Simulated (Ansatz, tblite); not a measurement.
Cost and result up the ladder for the cluster Si₄ (4 atoms). Total charge 0; singlet. Geometry: r2SCAN-D4/def2-TZVP.

Cartesian coordinates in Å:
```
Si -1.882 -0.243 -0.567
Si 1.884 0.242 0.563
Si 0.069 -1.163 0.268
Si -0.071 1.163 -0.264
```

Ansatz on 2 threads of Arm Neoverse V1 on a shared host; xTB runs through tblite on one thread. Times are rough, summed over both states, and most runs start from the orbitals of an earlier one. PBE-QIDH/def2-TZVP serves as the yardstick here, not as an exact answer. The other state is a quintet at its own geometry.

The xTB rows come from tblite. LC-ωPBE has ω = 0.4 bohr⁻¹. HSE06 is defined as in plane-wave codes, on full-range PBE exchange. Correlated methods freeze 20 core orbitals. In CCSD on the charge 0 quintet the largest single amplitude is 0.21, so its Hartree–Fock determinant may place the open shell otherwise than the density functionals do. At PBE0-D4/def2-TZVP a singlet of charge 0 lies 2.65 eV below the quintet, each at its own geometry. The structure comes from a short search, and lower isomers may exist.

Run but left out: HF/STO-3G (singlet: restricted singlet, unstable in another Hartree–Fock run and untested here); HF/def2-TZVP, HF/def2-TZVPP, HF/def2-QZVPP (singlet: restricted singlet, unstable towards broken spin symmetry); MP2/def2-TZVP, MP2/def2-TZVPP, MP2/def2-QZVPP (quintet: a determinant that CCSD turns far, T1 0.069).

Correlated methods converge slowly with the basis.

xTB has no spin-polarisation term.

```json
{"level": "GFN1-xTB", "functions": "36", "wall time": "0.006 s", "quintet − singlet (eV)": "1.78", "difference from PBE-QIDH/def2-TZVP (eV)": "-1.03", "remarks": "–"}
{"level": "GFN2-xTB", "functions": "36", "wall time": "0.011 s", "quintet − singlet (eV)": "2.06", "difference from PBE-QIDH/def2-TZVP (eV)": "-0.75", "remarks": "–"}
{"level": "LDA (SPW92)/def2-TZVP", "functions": "148", "wall time": "3.3 s", "quintet − singlet (eV)": "2.85", "difference from PBE-QIDH/def2-TZVP (eV)": "0.04", "remarks": "–"}
{"level": "revPBE-D4/def2-TZVP", "functions": "148", "wall time": "6 s", "quintet − singlet (eV)": "2.61", "difference from PBE-QIDH/def2-TZVP (eV)": "-0.20", "remarks": "–"}
{"level": "PBE-D4/def2-TZVP (with forces)", "functions": "148", "wall time": "6.2 s", "quintet − singlet (eV)": "2.65", "difference from PBE-QIDH/def2-TZVP (eV)": "-0.16", "remarks": "–"}
{"level": "HSE06-D4/def2-TZVP", "functions": "148", "wall time": "9.4 s", "quintet − singlet (eV)": "2.65", "difference from PBE-QIDH/def2-TZVP (eV)": "-0.16", "remarks": "–"}
{"level": "PBE0-D4/def2-TZVP (with forces)", "functions": "148", "wall time": "12 s", "quintet − singlet (eV)": "2.65", "difference from PBE-QIDH/def2-TZVP (eV)": "-0.16", "remarks": "–"}
{"level": "r2SCAN-D4/def2-TZVP", "functions": "148", "wall time": "15 s", "quintet − singlet (eV)": "2.45", "difference from PBE-QIDH/def2-TZVP (eV)": "-0.36", "remarks": "–"}
{"level": "LC-ωPBE/def2-TZVP", "functions": "148", "wall time": "16 s", "quintet − singlet (eV)": "2.63", "difference from PBE-QIDH/def2-TZVP (eV)": "-0.18", "remarks": "–"}
{"level": "PBE-QIDH/def2-TZVP", "functions": "148", "wall time": "17 s", "quintet − singlet (eV)": "2.81", "difference from PBE-QIDH/def2-TZVP (eV)": "0.00", "remarks": "–"}
{"level": "B97M-V/def2-TZVP", "functions": "148", "wall time": "28 s", "quintet − singlet (eV)": "2.81", "difference from PBE-QIDH/def2-TZVP (eV)": "0.00", "remarks": "–"}
{"level": "r2SCAN0-D4/def2-TZVP", "functions": "148", "wall time": "33 s", "quintet − singlet (eV)": "2.46", "difference from PBE-QIDH/def2-TZVP (eV)": "-0.35", "remarks": "–"}
{"level": "ωB97X-V/def2-TZVP", "functions": "148", "wall time": "51 s", "quintet − singlet (eV)": "3.03", "difference from PBE-QIDH/def2-TZVP (eV)": "0.22", "remarks": "–"}
{"level": "CCSD(T)/def2-TZVPP", "functions": "168", "wall time": "52 s", "quintet − singlet (eV)": "2.95", "difference from PBE-QIDH/def2-TZVP (eV)": "0.14", "remarks": "large T1 (0.069) (quintet), restricted SCF unstable (singlet)"}
```
